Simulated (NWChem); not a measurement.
Basis-set dependence for diboron tetrachloride (B2Cl4)

SMILES: ClB(Cl)B(Cl)Cl
```xyz
6

Cl    -1.0992    -1.0453     1.7415
B      0.0000     0.0000     0.8491
Cl     1.0992     1.0453     1.7415
B      0.0000     0.0000    -0.8491
Cl    -1.0992     1.0453    -1.7415
Cl     1.0992    -1.0453    -1.7415
```
Charge 0, spin multiplicity 1.

All runs are NWChem calculations. All single points use one geometry, from PBE/def2-SVP, a minimum by its harmonic frequencies. It is one conformer; others weren't searched.

Hartree-Fock energies in Ha, correlation energies in mHa.

The correlated methods keep 22 core orbitals frozen. The Pople sets run with spherical d functions. Coupled-cluster values serve here as a point of comparison, not as the truth.

| basis | functions | RHF | MP2 | SCS-MP2 | CCSD | CCSD+T(CCSD) | CCSD(T) | CR-CCSD[T] | CR-CCSD(T) |
|---|---|---|---|---|---|---|---|---|---|
| 6-31G* | 100 | -1887.45104 | -663.5 | -640.4 | -718.4 | -742.8 | -741.4 | -735.4 | -734.4 |
| cc-pVDZ | 100 | -1887.55326 | -691.8 | -664.4 | -743.3 | -766.0 | -764.7 | -758.9 | -758.0 |

From 6-31G* to cc-pVDZ the Hartree-Fock energy moves by -102.2 mHa and the MP2 correlation energy by -28.2 mHa, which is 4 % of its value in the larger set.
